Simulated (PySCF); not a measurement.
PySCF input file for Si(F)2(H)(NCO) (CHF2NOSi), SMILES O=C=N[SiH](F)F, TDA-LC-ωPBE/def2-SVPD. Geometry: B3LYP-D3(BJ)/def2-SVP. The values are those of a single conformer.

```python
import numpy as np
from pyscf import gto, scf, dft, tdscf

mol = gto.M(
    atom='''
    Si   -0.92504980   -0.36344535   -0.00000000
    F    -1.53141060    0.37343300    1.29465520
    F    -1.53141060    0.37343300   -1.29465520
    N     0.75934881   -0.17257203    0.00000000
    C     1.94848995    0.00426683    0.00000000
    O     3.10371828    0.16555001   -0.00000000
    H    -1.32003965   -1.77555602   -0.00000000
    ''',
    basis='def2-SVPD',
    charge=0,
    spin=0,
    symmetry=True,
    max_memory=1600,
    verbose=4,
)
mf = dft.RKS(mol, xc='lc_wpbe').density_fit(auxbasis='def2-universal-jkfit')
mf.grids.level = 3
mf.conv_tol = 1e-9
mf.max_cycle = 100
mf.kernel()
mf.grids = dft.Grids(mol).set(level=1).build(with_non0tab=True)  # coarser grid for the response kernel
td = tdscf.TDA(mf)
td.singlet = True
td.nstates = 10
td.conv_tol = 1e-4
td.positive_eig_threshold = 1e-6
td.kernel(x0=td.get_init_guess(mf, 15))
td.analyze()
tt = tdscf.TDA(mf)
tt.singlet = False
tt.nstates = 4
tt.conv_tol = 1e-4
tt.positive_eig_threshold = 1e-6
tt.kernel(x0=tt.get_init_guess(mf, 9))
tt.analyze(verbose=3)
```

It prints:

```
PySCF version 2.14.0

[INPUT] verbose = 4
[INPUT] num. atoms = 7
[INPUT] num. electrons = 54
[INPUT] charge = 0
[INPUT] spin (= nelec alpha-beta = 2S) = 0
[INPUT] symmetry True subgroup None
[INPUT] Mole.unit = angstrom
[INPUT] Symbol           X                Y                Z      unit          X                Y                Z       unit  Magmom
[INPUT]  1 Si    -0.925049800000  -0.363445350000   0.000000000000 AA   -1.748090773584  -0.686812172747   0.000000000000 Bohr   0.0
[INPUT]  2 F     -1.531410600000   0.373433000000   1.294655200000 AA   -2.893946618256   0.705686095875   2.446543753744 Bohr   0.0
[INPUT]  3 F     -1.531410600000   0.373433000000  -1.294655200000 AA   -2.893946618256   0.705686095875  -2.446543753744 Bohr   0.0
[INPUT]  4 N      0.759348810000  -0.172572030000   0.000000000000 AA    1.434961283914  -0.326113873460   0.000000000000 Bohr   0.0
[INPUT]  5 C      1.948489950000   0.004266830000   0.000000000000 AA    3.682112361967   0.008063140120   0.000000000000 Bohr   0.0
[INPUT]  6 O      3.103718280000   0.165550010000   0.000000000000 AA    5.865177517006   0.312844178819   0.000000000000 Bohr   0.0
[INPUT]  7 H     -1.320039650000  -1.775556020000   0.000000000000 AA   -2.494513412067  -3.355314596623   0.000000000000 Bohr   0.0

nuclear repulsion = 280.68635580232
point group symmetry = Cs
symmetry origin: [-1.39979717e-09 -2.44964498e-09  0.00000000e+00]
symmetry axis x: [ 1.00000000e+00 -8.40094144e-10 -1.20692235e-17]
symmetry axis y: [-8.40094144e-10 -1.00000000e+00  5.16038941e-18]
symmetry axis z: [0.00000000e+00 5.16039272e-18 1.00000000e+00]
num. orbitals of irrep A' = 90
num. orbitals of irrep A" = 51
number of shells = 57
number of NR pGTOs = 211
number of NR cGTOs = 141
basis = def2-SVPD
ecp = {}


[settings echo left out]
init E= -658.072807747561
HOMO (A') = -0.376296952384529  LUMO (A") = 0.0148862760092858  gap/eV = 10.64464
cycle= 1 E= -657.185374036003  delta_E= 0.887  |g|= 0.98  |ddm|= 4.63
HOMO (A") = -0.420425353670643  LUMO (A") = 0.0343934815497118  gap/eV = 12.37625
cycle= 2 E= -657.123748864112  delta_E= 0.0616  |g|= 1.23  |ddm|= 2.01
HOMO (A') = -0.459422181799041  LUMO (A") = 0.0573342823759617  gap/eV = 14.06166
cycle= 3 E= -657.371709271576  delta_E= -0.248  |g|= 0.156  |ddm|= 0.975
HOMO (A') = -0.459205599530608  LUMO (A") = 0.0649356879603236  gap/eV = 14.26261
cycle= 4 E= -657.375739856078  delta_E= -0.00403  |g|= 0.0606  |ddm|= 0.179
HOMO (A') = -0.454355385785571  LUMO (A') = 0.0675181219199743  gap/eV = 14.20090
cycle= 5 E= -657.376476393488  delta_E= -0.000737  |g|= 0.00823  |ddm|= 0.0745
HOMO (A') = -0.454784981790869  LUMO (A') = 0.0674338986749063  gap/eV = 14.21030
cycle= 6 E= -657.376496831979  delta_E= -2.04e-05  |g|= 0.00127  |ddm|= 0.03
HOMO (A') = -0.454939370000853  LUMO (A') = 0.0674184989983946  gap/eV = 14.21408
cycle= 7 E= -657.3764973252  delta_E= -4.93e-07  |g|= 0.0008  |ddm|= 0.00565
HOMO (A') = -0.454849420672415  LUMO (A') = 0.0674218017125678  gap/eV = 14.21172
cycle= 8 E= -657.376497447867  delta_E= -1.23e-07  |g|= 0.000211  |ddm|= 0.0009
HOMO (A') = -0.454861538668228  LUMO (A') = 0.0674208538649204  gap/eV = 14.21203
cycle= 9 E= -657.376497459176  delta_E= -1.13e-08  |g|= 3.31e-05  |ddm|= 0.000583
HOMO (A') = -0.454867665777343  LUMO (A') = 0.0674199045381068  gap/eV = 14.21217
cycle= 10 E= -657.376497459582  delta_E= -4.06e-10  |g|= 1.01e-05  |ddm|= 9.34e-05
HOMO (A') = -0.454864094835962  LUMO (A') = 0.0674206675747424  gap/eV = 14.21209
Extra cycle  E= -657.37649745962  delta_E= -3.84e-11  |g|= 6.49e-06  |ddm|= 4.16e-05
converged SCF energy = -657.37649745962
tot grids = 34968
Overwritten attributes  positive_eig_threshold  of <class 'pyscf.tdscf.rks.TDA'>


******** <class 'pyscf.tdscf.rks.TDA'> for <class 'pyscf.df.df_jk.DFSymAdaptedRKS'> ********
nstates = 10 singlet
deg_eia_thresh = 1.000e-03
wfnsym = None
conv_tol = 0.0001
eigh lindep = 1e-12
eigh level_shift = 0
eigh max_cycle = 100


Excitation energies (eV)
[ 7.35237009  7.58887863  7.60350867  8.82557448  8.86429432 10.10481968
 10.1883935  10.55419637 10.81441788 10.95398234]

** Singlet excitation energies and oscillator strengths **
Excited State   1:   A"      7.35237 eV    168.63 nm  f=0.0004
      26 -> 30       -0.25658
      26 -> 31        0.13987
      26 -> 32       -0.10283
      27 -> 29        0.55765
      27 -> 33       -0.25084
Excited State   2:   A'      7.58888 eV    163.38 nm  f=0.0000
      26 -> 29        0.45976
      26 -> 33       -0.19664
      27 -> 28        0.10045
      27 -> 30       -0.39292
      27 -> 31        0.20159
      27 -> 32       -0.13758
Excited State   3:   A"      7.60351 eV    163.06 nm  f=0.0001
      26 -> 28        0.12732
      26 -> 30       -0.49748
      26 -> 31        0.25789
      26 -> 32       -0.18237
      26 -> 34        0.10834
      27 -> 29       -0.30450
      27 -> 33        0.11702
Excited State   4:   A'      8.82557 eV    140.48 nm  f=0.0071
      27 -> 28       -0.61202
      27 -> 30       -0.25489
      27 -> 31       -0.11486
Excited State   5:   A"      8.86429 eV    139.87 nm  f=0.0033
      26 -> 28       -0.62212
      26 -> 30       -0.23246
      26 -> 31       -0.12440
Excited State   6:   A'     10.10482 eV    122.70 nm  f=1.2740
      25 -> 30       -0.20315
      26 -> 29        0.42914
      26 -> 33        0.14704
      27 -> 28       -0.17332
      27 -> 30        0.39148
      27 -> 35       -0.11494
Excited State   7:   A"     10.18839 eV    121.69 nm  f=0.0608
      25 -> 29        0.54144
      27 -> 29       -0.19154
      27 -> 33       -0.32132
      27 -> 36       -0.11097
Excited State   8:   A'     10.55420 eV    117.47 nm  f=0.0359
      25 -> 28       -0.11134
      25 -> 30        0.47910
      25 -> 32       -0.12029
      26 -> 29        0.22315
      26 -> 33        0.26960
      27 -> 32        0.18182
      27 -> 34       -0.13110
Excited State   9:   A"     10.81442 eV    114.65 nm  f=0.0078
      21 -> 29        0.11310
      25 -> 29       -0.36889
      27 -> 29       -0.19869
      27 -> 33       -0.48284
      27 -> 46        0.10387
Excited State  10:   A'     10.95398 eV    113.19 nm  f=0.0233
      25 -> 28        0.16939
      25 -> 30       -0.24035
      26 -> 33        0.16623
      27 -> 30       -0.10692
      27 -> 31        0.26059
      27 -> 32        0.46195
      27 -> 35        0.17964
      27 -> 42       -0.11386

** Transition electric dipole moments (AU) **
state          X           Y           Z        Dip. S.      Osc.
  1         0.0000      0.0000      0.0467      0.0022      0.0004
  2         0.0086     -0.0032      0.0000      0.0001      0.0000
  3        -0.0000     -0.0000     -0.0225      0.0005      0.0001
  4         0.1022      0.1492      0.0000      0.0327      0.0071
  5        -0.0000      0.0000      0.1225      0.0150      0.0033
  6        -2.2507     -0.2841     -0.0000      5.1463      1.2740
  7        -0.0000     -0.0000     -0.4934      0.2434      0.0608
  8        -0.2268     -0.2955      0.0000      0.1388      0.0359
  9        -0.0000     -0.0000      0.1710      0.0293      0.0078
 10         0.2912     -0.0466     -0.0000      0.0870      0.0233

** Transition velocity dipole moments (imaginary part, AU) **
state          X           Y           Z        Dip. S.      Osc.
  1         0.0000      0.0000      0.0105      0.0001      0.0003
  2        -0.0008      0.0065      0.0000      0.0000      0.0001
  3        -0.0000     -0.0000     -0.0126      0.0002      0.0004
  4         0.0159      0.0411      0.0000      0.0019      0.0040
  5        -0.0000      0.0000      0.0430      0.0019      0.0038
  6        -0.5927     -0.0566     -0.0000      0.3545      0.6365
  7        -0.0000     -0.0000     -0.1361      0.0185      0.0330
  8        -0.0570     -0.0872      0.0000      0.0109      0.0187
  9        -0.0000     -0.0000      0.0433      0.0019      0.0031
 10         0.0706     -0.0317     -0.0000      0.0060      0.0099

** Transition magnetic dipole moments (imaginary part, AU) **
state          X           Y           Z
  1         0.1971     -0.0798      0.0000
  2         0.0000     -0.0000     -0.0078
  3        -0.0554      0.0499     -0.0000
  4         0.0000      0.0000      0.3746
  5         0.0805     -0.4556     -0.0000
  6         0.0000      0.0000      1.1514
  7        -1.4316      0.7892     -0.0000
  8         0.0000     -0.0000     -1.4208
  9         0.4736     -0.0891     -0.0000
 10        -0.0000      0.0000     -0.1964


******** <class 'pyscf.tdscf.rks.TDA'> for <class 'pyscf.df.df_jk.DFSymAdaptedRKS'> ********
nstates = 4 triplet
deg_eia_thresh = 1.000e-03
wfnsym = None
conv_tol = 0.0001
eigh lindep = 1e-12
eigh level_shift = 0
eigh max_cycle = 100


Excitation energies (eV)
[6.61731264 6.91922477 6.92811163 7.37439663]

** Triplet excitation energies and oscillator strengths **
Excited State   1:   A'      6.61731 eV    187.36 nm  f=0.0000
Excited State   2:   A"      6.91922 eV    179.19 nm  f=0.0000
Excited State   3:   A'      6.92811 eV    178.96 nm  f=0.0000
Excited State   4:   A"      7.37440 eV    168.13 nm  f=0.0000
```

Self-consistency was reached.

Cost: very roughly 110 core-seconds.
